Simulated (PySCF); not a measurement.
Compound: (Cl)3Si-NH-SiH3.
Cartesian coordinates in Å at the PBE0-D3(BJ)/def2-SVP level; atoms count from 1:
```
atom  x, y, z in Å
Si1   -0.9420   -0.9398   -0.6855
Cl2   -2.3065   -0.2706    0.6858
Cl3   -1.5758   -0.3734   -2.5496
Cl4   -0.8839   -2.9852   -0.6708
N5     0.5622   -0.2719   -0.2610
Si6    0.8856    1.0704    0.8311
H7     1.3744   -0.6679   -0.7275
H8    -0.0081    2.2243    0.5278
H9     0.7108    0.6863    2.2617
H10    2.3081    1.4510    0.5925
```

The closed-shell ground state was solved at several levels (PySCF, density fitting, gas phase, non-relativistic).

| level | basis functions | total energy (Eh) | HOMO (eV) | LUMO (eV) | gap (eV) | dipole (D) |
| --- | --- | --- | --- | --- | --- | --- |
| CAM-B3LYP/def2-SVPD | 181 | -2016.3423 | -9.68 | 0.37 | 10.05 | 2.02 |
| PBE0/pcSseg-1 | 157 | -2016.1022 | -8.38 | -0.19 | 8.19 | 2.31 |

Question: Estimate the row for KT2/pcSseg-1, a basis of 157 functions; the other rows only guide the guess.

Answer: Total energy -2033.0117 Eh, HOMO -7.03 eV, LUMO -1.37 eV, gap 5.66 eV, dipole 2.20 D.

Question: Over all these levels, which gives the widest orbital gap and which the narrowest?

Answer: CAM-B3LYP/def2-SVPD (range-separated hybrid) has the widest, 10.05 eV, and KT2/pcSseg-1 (GGA) the narrowest, 5.66 eV. Functional and basis both differ between the two, so the spread mixes both effects.

Question: How far do the dipole and the HOMO energy spread over the levels?

Answer: The dipole runs from 2.02 to 2.31 D (mean 2.18 D) and the HOMO from -9.68 to -7.03 eV.
